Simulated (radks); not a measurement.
Er2+, configuration [Xe] 4f10.5 5d1 6s0.5 (fractional occupations, a model configuration).

All-electron calculation, Dirac Kohn-Sham, PBEsol, spin-unpolarised, spherical densities, point nucleus; open shells fill j = l - 1/2 first. Program: a radial shooting solver on a logarithmic mesh with Libxc functionals.

Energy parts (eV):
part                      energy
total                 -356319.77
kinetic                393355.79
electron-nucleus      -880188.76
Hartree                137970.84
exchange-correlation    -7457.63

Orbitals (lengths in bohr, moments of r in powers of bohr; r(max) is where P^2 peaks):
| orbital | occ. | eigenvalue (eV) | r(max) |
|---|---|---|---|
| 1s1/2 | 2 | -57311.93 | 0.01286 |
| 2s1/2 | 2 | -9645.021 | 0.07343 |
| 2p1/2 | 2 | -9187.968 | 0.05513 |
| 2p3/2 | 4 | -8271.673 | 0.06135 |
| 3s1/2 | 2 | -2182.455 | 0.2075 |
| 3p1/2 | 2 | -1981.968 | 0.1951 |
| 3p3/2 | 4 | -1789.590 | 0.2081 |
| 3d3/2 | 4 | -1446.633 | 0.1642 |
| 3d5/2 | 6 | -1404.590 | 0.1679 |
| 4s1/2 | 2 | -451.9895 | 0.4741 |
| 4p1/2 | 2 | -371.8625 | 0.4762 |
| 4p3/2 | 4 | -328.2919 | 0.5038 |
| 4d3/2 | 4 | -196.3412 | 0.5062 |
| 4d5/2 | 6 | -188.3857 | 0.5151 |
| 5s1/2 | 2 | -73.5348 | 1.099 |
| 5p1/2 | 2 | -51.0756 | 1.192 |
| 5p3/2 | 4 | -45.1147 | 1.273 |
| 4f5/2 | 6 | -29.0931 | 0.5008 |
| 4f7/2 | 4.5 | -27.9067 | 0.5058 |
| 5d3/2 | 1 | -17.0801 | 1.707 |
| 6s1/2 | 0.5 | -16.6966 | 2.825 |
| 5d5/2 | 0 | -16.5959 | 1.749 |

The highest occupied level is 6s1/2 at -16.697 eV. Summed over all electrons, <r^2> = 43.50 bohr^2, which gives a Langevin (diamagnetic) susceptibility term of -34.5 x 10^-6 cm^3/mol.
